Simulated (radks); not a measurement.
The numbers below are computed, except where a source is named.
All-electron atom: the iron ion Fe+ in [Ar] 3d5 4s1 4p1 (not the ground configuration).

Code: a radial shooting solver on a logarithmic mesh with Libxc functionals. Model: non-relativistic Kohn-Sham, r2SCAN, spin-polarised, spherical densities, point nucleus; open shells are filled with parallel spins first; meta-GGA in the generalised Kohn-Sham scheme.

Energy parts (eV):
| part | energy |
|---|---|
| total | -34371.308 |
| kinetic | 34346.124 |
| electron-nucleus | -81403.385 |
| Hartree | 14188.148 |
| exchange-correlation | -1502.196 |

Orbitals (lengths in bohr, moments of r in powers of bohr; <r^-3> diverges for s and p1/2; r(90%) holds 90 % of the orbital's charge):
orbital  occ.  eigenvalue (eV)  r(90%)       <r^4>  <r^-3>
1s up       1        -6972.754   0.105  0.00005634       -
1s down     1        -6972.680   0.105  0.00005633       -
2s up       1        -833.1524   0.418     0.01290       -
2s down     1        -829.6338   0.416     0.01272       -
2p up       3        -719.4367   0.388    0.009679   462.5
2p down     3        -716.7525   0.386    0.009508   465.0
3s up       1        -114.1522    1.21      0.9229       -
3s down     1        -106.4254    1.22      0.9541       -
3p up       3         -80.2904    1.30       1.235   58.83
3p down     3         -72.5494    1.31       1.281   57.06
3d up       5         -25.6052    1.70       4.021   5.611
3d down     0         -17.7213    1.76       4.922   5.412
4s up       1         -16.0473    3.73       81.75       -
4p up       1          -9.9959    4.48       170.7   4.377

The highest occupied level is 4p up at -9.996 eV. The configuration is held as typed, so some empty levels lie below it. The spin density at the nucleus is 6.344 e/bohr^3 (1s 0.078, 2s -2.762, 3s 2.020, 4s 7.008), a Fermi contact field of 333 T.
